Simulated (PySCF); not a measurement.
C4H10AlO, charge +1, singlet, at a GFN2-xTB geometry (such geometries of metal compounds can be far from the true shape); CCSD(T)/STO-3G (PySCF).

Here is a job for PySCF.
```python
from pyscf import gto, scf, cc

mol = gto.M(
    atom='''
Al   -0.10419977    0.57140530    1.33762439
C     0.04078877    1.18229227    3.19981155
H    -0.30812157    0.38742778    3.87011631
H    -0.57948601    2.07712581    3.33464422
H     1.08729508    1.42193573    3.42335730
O    -0.27442005    0.10268506   -0.18883442
C    -0.29740402   -0.40019465   -1.55155279
C    -0.34774280   -1.91414823   -1.49477208
C     0.92943384    0.12622446   -2.26953104
H    -1.21049240   -0.00054383   -2.00403294
H     0.55605354   -2.30441084   -1.02986935
H    -0.42551766   -2.31544039   -2.50181994
H    -1.21303812   -2.24442293   -0.92311787
H     0.94998055    1.21394957   -2.23989584
H     1.83408505   -0.25974759   -1.80261832
H     0.90874425   -0.19066576   -3.30893904
''',
    basis='sto-3g',
    charge=1,
    verbose=4,
)

mf = scf.RHF(mol)
mf.kernel()

mycc = cc.CCSD(mf, frozen=10)
mycc.kernel()
et = mycc.ccsd_t()
print('E(CCSD(T)) = %.10f' % (mycc.e_tot + et))
```

What the program printed (banner, timings and long lists left out):

```
PySCF version 2.14.0

[INPUT] verbose = 4
[INPUT] num. atoms = 16
[INPUT] num. electrons = 54
[INPUT] charge = 1
[INPUT] spin (= nelec alpha-beta = 2S) = 0
[INPUT] symmetry False subgroup None
[INPUT] Mole.unit = angstrom
[INPUT] Symbol           X                Y                Z      unit          X                Y                Z       unit  Magmom
[...]
nuclear repulsion = 276.961528145756
number of shells = 30
number of NR pGTOs = 132
number of NR cGTOs = 44
basis = sto-3g
ecp = {}

******** <class 'pyscf.scf.hf.RHF'> ********
method = RHF
initial guess = minao
damping factor = 0
level_shift factor = 0
DIIS = <class 'pyscf.scf.diis.CDIIS'>
diis_start_cycle = 1
diis_space = 8
diis_damp = 0
SCF conv_tol = 1e-09
SCF conv_tol_grad = None
SCF max_cycles = 50
direct_scf = True
direct_scf_tol = 1e-13
Set gradient conv threshold to 3.16228e-05
Initial guess from minao.
init E= -468.822553134425
[...]
cycle= 1 E= -468.091470333804  delta_E= 0.731  |g|= 0.555  |ddm|= 4.59
[...]
cycle= 2 E= -468.186088784306  delta_E= -0.0946  |g|= 0.305  |ddm|= 1.17
[...]
cycle= 3 E= -468.214944906221  delta_E= -0.0289  |g|= 0.0446  |ddm|= 0.403
[...]
cycle= 4 E= -468.21584437089  delta_E= -0.000899  |g|= 0.00724  |ddm|= 0.0923
[...]
cycle= 5 E= -468.215870067833  delta_E= -2.57e-05  |g|= 0.00131  |ddm|= 0.0143
[...]
cycle= 6 E= -468.215871283741  delta_E= -1.22e-06  |g|= 0.000312  |ddm|= 0.00327
[...]
cycle= 7 E= -468.215871375965  delta_E= -9.22e-08  |g|= 8.79e-05  |ddm|= 0.000993
[...]
cycle= 8 E= -468.215871381589  delta_E= -5.62e-09  |g|= 2.1e-05  |ddm|= 0.000237
[...]
cycle= 9 E= -468.215871381964  delta_E= -3.74e-10  |g|= 4.47e-06  |ddm|= 6.76e-05
[...]
Extra cycle  E= -468.215871381981  delta_E= -1.68e-11  |g|= 2.12e-06  |ddm|= 1.11e-05
converged SCF energy = -468.215871381981

******** <class 'pyscf.cc.ccsd.CCSD'> ********
CC2 = 0
CCSD nocc = 17, nmo = 34
frozen orbitals 10
max_cycle = 50
direct = 0
conv_tol = 1e-07
conv_tol_normt = 1e-05
diis_space = 6
diis_start_cycle = 0
diis_start_energy_diff = 1e+09
Init t2, MP2 energy = -468.495961599944  E_corr(MP2) -0.280090217963413
Init E_corr(CCSD) = -0.280090217966216
cycle = 1  E_corr(CCSD) = -0.324262516979143  dE = -0.044172299  norm(t1,t2) = 0.102259
cycle = 2  E_corr(CCSD) = -0.34844371378952  dE = -0.0241811968  norm(t1,t2) = 0.0354938
cycle = 3  E_corr(CCSD) = -0.350628897475053  dE = -0.00218518369  norm(t1,t2) = 0.023374
cycle = 4  E_corr(CCSD) = -0.358027954100859  dE = -0.00739905663  norm(t1,t2) = 0.00932244
cycle = 5  E_corr(CCSD) = -0.357712121526877  dE = 0.000315832574  norm(t1,t2) = 0.0017764
cycle = 6  E_corr(CCSD) = -0.357655988736526  dE = 5.61327904e-05  norm(t1,t2) = 0.000451234
cycle = 7  E_corr(CCSD) = -0.357636800787368  dE = 1.91879492e-05  norm(t1,t2) = 0.000172689
cycle = 8  E_corr(CCSD) = -0.357635026270108  dE = 1.77451726e-06  norm(t1,t2) = 5.54958e-05
cycle = 9  E_corr(CCSD) = -0.357635586435955  dE = -5.60165846e-07  norm(t1,t2) = 2.84564e-05
cycle = 10  E_corr(CCSD) = -0.35763472136053  dE = 8.65075425e-07  norm(t1,t2) = 1.49429e-05
cycle = 11  E_corr(CCSD) = -0.357636070881758  dE = -1.34952123e-06  norm(t1,t2) = 7.96263e-06
cycle = 12  E_corr(CCSD) = -0.357635622183997  dE = 4.48697761e-07  norm(t1,t2) = 2.42748e-06
cycle = 13  E_corr(CCSD) = -0.357635592901323  dE = 2.92826737e-08  norm(t1,t2) = 7.38438e-07
CCSD converged
E(CCSD) = -468.573506974882  E_corr = -0.3576355929013234
CCSD(T) correction = -0.0100867292539079
E(CCSD(T)) = -468.5835937041
```
